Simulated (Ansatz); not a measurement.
Two members of one family (Series SiCl3X), computed with Ansatz in the gas phase. The two geometries come from different levels. Binding counts from free atoms in the multiplicity of their measured ground term, without zero-point energy. A dash marks a value that wasn't run or was left out as unsound. The structures are stationary points that may keep the symmetry of their start. Remarks come from the PBE and PBE0 runs and from stability tests at other levels; not every state was tested. HOMO above LUMO (over both spins in singlets and doublets, within one spin in higher multiplets; at PBE or PBE0), or a gap under 0.15 eV within one spin, warns that the state may not be the lowest or that an electron is smeared out.

First: Si(NH2)Cl3 (singlet, charge 0, PBE-D4/def2-SVP geometry).

```xyz
7

Si    0.1038   -0.1301    0.5443
N    -0.1299    0.4424   -1.0504
H    -1.0778    0.6474   -1.3740
H     0.4644    0.0863   -1.8029
Cl   -0.9843    1.0725    1.8150
Cl    2.1186   -0.0335    0.9687
Cl   -0.4948   -2.0850    0.8994
```

```tsv
level	HOMO (eV)	LUMO (eV)	gap (eV)	vertical IE (eV)	binding per atom (eV)
PBE-D4/def2-TZVP	-6.91	-1.19	5.72	10.00	3.60
revPBE-D4/def2-TZVP	-6.85	-1.08	5.77	–	3.51
r2SCAN-D4/def2-TZVP	-7.26	-0.79	6.48	10.22	3.54
PBE0-D4/def2-TZVP	-8.40	-0.18	8.22	10.48	3.53
ωB97M-V/def2-TZVP	-10.73	1.73	12.46	–	3.56
```

Remarks: gap within one spin near zero at PBE or PBE0 (+1 doublet).

Second: SiMeCl3 (singlet, charge 0, PBE0-D4/def2-SVP geometry).

Cartesian coordinates in Å:
```
Si -0.132 -0.324 0.712
C 0.174 0.430 -0.945
H 1.248 0.390 -1.185
H -0.152 1.481 -0.947
H -0.384 -0.118 -1.718
Cl -2.129 -0.252 1.181
Cl 0.909 0.682 2.168
Cl 0.464 -2.288 0.734
```

**Question.** What does the change do? Estimate second minus first.

**Answer.** 
```tsv
level	Δ HOMO (eV)	Δ LUMO (eV)	Δ gap (eV)	Δ vertical IE (eV)	Δ binding per atom (eV)
PBE-D4/def2-TZVP	-0.83	0.26	1.08	0.60	0.14
revPBE-D4/def2-TZVP	-0.84	0.26	1.09	–	0.15
r2SCAN-D4/def2-TZVP	-0.86	0.25	1.11	0.67	0.17
PBE0-D4/def2-TZVP	-0.76	0.27	1.03	0.71	0.17
ωB97M-V/def2-TZVP	-0.67	0.37	1.05	–	0.15
```

Remarks: gap within one spin near zero at PBE or PBE0 (+1 doublet).
